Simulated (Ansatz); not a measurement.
Input (CCSDT/aug-cc-pV(Q+d)Z; Ansatz, an electronic-structure program): A basis named .json is the Basis Set Exchange file of that set.

Ansatz 0.2 input:
```yaml
crystal:
  periodic: [false, false, false]
  atoms:
    - {symbol: Al, position_ang: [0.00000000, 0.00000000, 0.00000000]}
basis:
  gaussian:
    orbitals: aug-cc-pV_Q+d_Z.json
magnetization: {spin_polarized: true, initial_magnetization: 1}
correlation: {method: ccsdt, electrons: outside_noble_gas}
scf: {lower_state_search: full}
```

Output:

```
Functional definition: HF
integrals: 0.20 GiB planned
829 factors; integrals over basis functions are off by at most 7.9e-8 eV
mean field: 0.18 GiB planned
mean field evaluation 1: about -6581.6017 eV, gradient 2.9e0 eV
mean field evaluation 2: about -6581.6018 eV, gradient 2.9e0 eV
mean field evaluation 4: about -6581.9012 eV, gradient 3.0e-1 eV
mean field evaluation 8: about -6581.9023 eV, gradient 3.3e-3 eV
mean field evaluation 16: about -6581.8997 eV, gradient 3.0e-1 eV
mean field evaluation 32: about -6581.9023 eV, gradient 1.5e-3 eV
mean field evaluation 64: about -6581.9023 eV, gradient 3.5e-3 eV
mean field evaluation 96: about -6581.9023 eV, gradient 1.2e-3 eV
mean field evaluation 128: about -6578.0361 eV, gradient 9.2e-1 eV
mean field evaluation 160: about -6574.2278 eV, gradient 2.3e0 eV
mean field evaluation 192: about -6576.5131 eV, gradient 4.4e-1 eV
mean field evaluation 224: about -6581.8998 eV, gradient 3.0e-1 eV
mean field -6581.90231334 eV, -241.8804486415 hartree, gradient 1.7e-6 eV, S^2 0.770601; 13 other end points of the search recorded, 0 dependent functions left out
determinant -6581.90231334 eV, -241.8804486415 hartree, with singles and doubles -6583.39490390 eV, -241.9353003330 hartree
determinant -6578.90150314 eV, -241.7701709009 hartree, with singles and doubles -6580.21259755 eV, -241.8183527315 hartree
determinant -6577.45987977 eV, -241.7171922190 hartree, with singles and doubles -6579.33895976 eV, -241.7862471351 hartree
5 core orbitals not correlated
reference -6581.90231334 eV, -241.8804486415 hartree; 2, 1 occupied and 82, 83 virtual orbitals, 829 factors
second order -1.03780928 eV of doubles, -0.00000000 eV of singles
coupled cluster: 0.99 GiB planned
cycle   1  -1.25313317 eV  change   -2.2e-1 eV  update   6.2e-2
cycle   2  -1.46217766 eV  change   -2.1e-1 eV  update   3.2e-2
cycle   3  -1.45771659 eV  change    4.5e-3 eV  update   5.5e-3
cycle   4  -1.46477294 eV  change   -7.1e-3 eV  update   2.3e-3
cycle   5  -1.46507271 eV  change   -3.0e-4 eV  update   6.3e-4
cycle   6  -1.46464762 eV  change    4.3e-4 eV  update   1.8e-4
cycle   7  -1.46468210 eV  change   -3.4e-5 eV  update   5.2e-5
cycle   8  -1.46471077 eV  change   -2.9e-5 eV  update   1.7e-5
cycle   9  -1.46469770 eV  change    1.3e-5 eV  update   4.9e-6
cycle  10  -1.46470090 eV  change   -3.2e-6 eV  update   1.8e-6
cycle  11  -1.46470093 eV  change   -2.7e-8 eV  update   7.3e-7
cycle  12  -1.46470134 eV  change   -4.1e-7 eV  update   2.5e-7
cycle  13  -1.46470124 eV  change    1.0e-7 eV  update   8.5e-8
Total energy: -6583.36701457 eV, -241.9342754192 hartree
```
